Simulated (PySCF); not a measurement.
**Spinor energies of Zn (zinc, neutral)**

Start: [Ar] 3d10 4s1 4p1; 4s1/2 filled at m_j = +1/2; 4p3/2 filled at m_j = +3/2. Calculated with PySCF 2.14 in x2c-SVPall-2c with one added diffuse shell each of s, d type (6s5p4d1f, 48 functions): generalised Hartree-Fock with the X2C-1e Hamiltonian and a Gaussian nucleus; one run each with spin-orbit coupling (SO) switched off, then screened by Boettger's factors. This is a chosen level, not necessarily the ground level.

| spinor shell | electrons | ε, spin-free (eV) | ε, screened SO (eV) | weight of nominal j (screened SO) | rms radius, screened SO (bohr) |
| --- | --- | --- | --- | --- | --- |
| 1s1/2 | 2 | -9726.5 | -9726.5 | 1.000 | 0.0581 |
| 2s1/2 | 2 | -1232.7 | -1232.7 | 1.000 | 0.245 |
| 2p1/2 | 2 | -1064.6 | -1081.1 | 1.000 | 0.217 |
| 2p3/2 | 4 | -1064.6 | -1056.6 | 1.000 | 0.220 |
| 3s1/2 | 2 | -157.47 | -157.47 | 1.000 | 0.732 |
| 3p1/2 | 2 | -105.31 | -107.52 | 0.999 | 0.773 |
| 3d3/2 | 4 | -20.495 | -20.750 | 0.982 | 1.01 |
| 3d5/2 | 6 | -20.495 | -20.327 | 0.988 | 1.02 |
| 4s1/2 | 1 | -10.040 | -10.040 | 0.999 | 2.94 |
| 4p3/2 | 1 | -3.762 | -3.718 | 1.000 | 2.83 |

Question: Where does 3p3/2 lie, and what is the 3p spin-orbit splitting (screened SO)?

Answer: At -104.24 eV, 3.276 eV above 3p1/2.

| quantity | spin-free | screened SO |
| --- | --- | --- |
| E (hartree) | -1793.79392 | -1793.83195 |
| M_J | 2 | 2 |
| ⟨J²⟩ | 6.013 | 6.013 |
| ⟨L²⟩ | 2.009 | 2.011 |
| ⟨S²⟩ | 2.004 | 2.006 |

Without spin-orbit coupling the j labels of p, d and f shells carry no meaning; the spin-free column gives the mean over the occupied spinors of each nl shell.
